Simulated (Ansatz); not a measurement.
B₁₅P₁₅H₃₄, a nanocrystal cut from wurtzite BP (hydrogen-capped), 64 atoms. Hardware: 5 threads of AMD EPYC 7R13 on a shared host and a share (37 GiB) of an NVIDIA H100 80GB HBM3.

Single mean-field runs in def2-SVP are fitted with def2-universal-jkfit.

Q: How many basis functions does each of these Ansatz runs have, and roughly what does it cost? r2SCAN-D4/def2-SVP, charge 0 singlet, energy and forces, from earlier orbitals; PBE-D4/def2-SVP, charge 0 singlet, relaxation, 6 steps; PBE0-D4/def2-SVP, charge 1 doublet at the geometry of the charge 0 singlet, energy; PBE0-D4/def2-SVP, charge 0 singlet, energy, from earlier orbitals; PBE-D4/def2-SVP, charge 0 triplet at the geometry of the charge 0 singlet, energy, from earlier orbitals; PBE-D4/def2-SVP, charge -1 doublet at the geometry of the charge 0 singlet, energy, from earlier orbitals; PBE0-D4/def2-SVP, charge -1 doublet at the geometry of the charge 0 singlet, energy; PBE0-D4/def2-SVP, charge 0 triplet at the geometry of the charge 0 singlet, energy; PBE-D4/def2-SVP, charge 0 singlet, energy, from earlier orbitals; PBE-D4/def2-SVP, charge 1 doublet at the geometry of the charge 0 singlet, energy, from earlier orbitals.

A: Other jobs shared the machine, so times can vary by a factor of up to 3.

```csv
run,functions,fitting or Cholesky vectors,wall time,peak host memory (GiB)
"PBE-D4/def2-SVP, charge -1 doublet at the geometry of the charge 0 singlet, energy, from earlier orbitals",650,3657,12 s,1.3
"PBE-D4/def2-SVP, charge 1 doublet at the geometry of the charge 0 singlet, energy, from earlier orbitals",650,3657,15 s,1.4
"PBE-D4/def2-SVP, charge 0 singlet, energy, from earlier orbitals",650,3657,16 s,1.1
"PBE0-D4/def2-SVP, charge 0 singlet, energy, from earlier orbitals",650,3657,18 s,1.1
"r2SCAN-D4/def2-SVP, charge 0 singlet, energy and forces, from earlier orbitals",650,3657,18 s,1.3
"PBE-D4/def2-SVP, charge 0 triplet at the geometry of the charge 0 singlet, energy, from earlier orbitals",650,3657,20 s,1.4
"PBE0-D4/def2-SVP, charge -1 doublet at the geometry of the charge 0 singlet, energy",650,3657,20 s,1.4
"PBE0-D4/def2-SVP, charge 1 doublet at the geometry of the charge 0 singlet, energy",650,3657,21 s,1.4
"PBE0-D4/def2-SVP, charge 0 triplet at the geometry of the charge 0 singlet, energy",650,3657,32 s,1.4
"PBE-D4/def2-SVP, charge 0 singlet, relaxation, 6 steps",650,3657,43 s,1.2
```
